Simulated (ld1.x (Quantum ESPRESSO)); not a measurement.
Ranking TM potentials for germanium

All share these settings but for the change named:

ld1.x (Quantum ESPRESSO) 7.5 input, shortened:

```
&input
   title='Ge', zed=32., rel=1, dft='PZ', iswitch=3,
   config='[Ar] 3d10 4s1.5 4p2.5'
 /
 &inputp
   pseudotype=2, tm=.true., lloc=1,
   nlcc=.true., rcore=1.50
 /
2
4S  1  0   1.50   0.00  1.45  1.45  0.0
4P  2  1   2.50   0.00  2.25  2.25  0.0
 &test
   configts(1)='4s1.5 4p2.5'
 /
```

Cutoff: the first of the cutoffs (Ry, on a coarse ladder) from which the occupation-weighted sum of valence levels, in a spherical-Bessel basis at the reference potential, stays within 10 and 1 mRy of its value at 400 Ry; the density cutoff is not measured.

The base gives 30 Ry.

Of 9 variants that were run, those that failed, showed a ghost or another fault, or gave nearly equal values are left out.

A variant can come out equal or close to the base.

Problem. Rank these variants from softest to hardest (loose cutoff).
A. wave 4s (bound): rc 1.45 bohr becomes 4s (bound): rc 2.20 bohr
B. wave 4p (bound): rc 2.25 bohr becomes 4p (bound): rc 3.32 bohr
C. reference 4s2 4p2

Solution. A (15 Ry), B (30 Ry), C (35 Ry).
